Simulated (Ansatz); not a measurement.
`CCCBr` and `CCBr` differ in one atom or group.

Ansatz, PBE0-D4/def2-TZVP geometries, multiplicity 1. Each molecule was computed in one conformer, which needn't be the lowest.

Scalar relativity is left out up to krypton. Spin–orbit coupling is left out; it splits and shifts lone-pair levels of the heavy atoms by tenths of an eV.

```csv
property,`CCCBr`
HOMO–LUMO gap (PBE/def2-TZVPP) / eV,5.63
LUMO energy (PBE0/def2-TZVPP) / eV,0.14
LUMO energy (ωB97M-V/def2-TZVPP) / eV,2.01
"ideal-gas entropy at 298 K and 1 bar (rigid rotor, harmonic PBE0-D4/def2-TZVP) / J/(mol·K)",318
HOMO–LUMO gap (ωB97M-V/def2-TZVPP) / eV,12.10
LUMO energy (B3LYP/def2-TZVPP) / eV,-0.15
```

(1) What does the change do to each property? (Estimate.)

Answers

(1) Ansatz gave: 
| property | `CCBr` | shift |
| --- | --- | --- |
| HOMO–LUMO gap (PBE/def2-TZVPP) / eV | 5.66 | 0.03 |
| LUMO energy (PBE0/def2-TZVPP) / eV | 0.16 | 0.02 |
| LUMO energy (ωB97M-V/def2-TZVPP) / eV | 2.13 | 0.12 |
| ideal-gas entropy at 298 K and 1 bar (rigid rotor, harmonic PBE0-D4/def2-TZVP) / J/(mol·K) | 286 | -32 |
| HOMO–LUMO gap (ωB97M-V/def2-TZVPP) / eV | 12.23 | 0.13 |
| LUMO energy (B3LYP/def2-TZVPP) / eV | -0.14 | 0.01 |

The zero-point energy changes by -74.9 kJ/mol with -9 modes.

Positive LUMOs are unbound, so they and the gaps depend on the basis.

B3LYP here is the variant with VWN-RPA as its local correlation; programs differ in this.
